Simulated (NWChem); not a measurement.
# Atomisation of BrCl₃Si

SMILES: Cl[Si](Cl)(Cl)Br
```xyz
5

Cl     1.2330    -0.7883     1.6619
Si     0.4124     0.0607     0.0000
Cl     1.2330    -0.7883    -1.6619
Cl     0.8137     2.0594     0.0000
Br    -1.7580    -0.2588     0.0000
```
Charge 0, spin multiplicity 1.

The numbers come from NWChem runs, not from measurements. All single points use one geometry, from PBE0/def2-SVP, a minimum by its harmonic frequencies.

Basis set: def2-TZVP. The atomisation energy is electronic alone: no zero-point, thermal, spin-orbit or counterpoise terms. No value is extrapolated to the basis-set limit. Free atoms are single determinants with multiplicities Cl 2, Si 3, Br 2.

The Hamiltonian is non-relativistic. B3LYP has NWChem's definition, with VWN1-RPA local correlation. The structure started from a generated list of species. No SCF solution was tested for a lower state. Open-shell Hartree-Fock references start from PBE0 orbitals.

**Question.** Order these methods by the atomisation energy they give, lowest first: B3LYP, PBE0, BLYP, M06-2X, PBE, HF.

**Answer.** HF (269.4 kcal/mol), BLYP (345.0 kcal/mol), B3LYP (349.7 kcal/mol), PBE0 (368.3 kcal/mol), M06-2X (370.3 kcal/mol), PBE (372.7 kcal/mol)
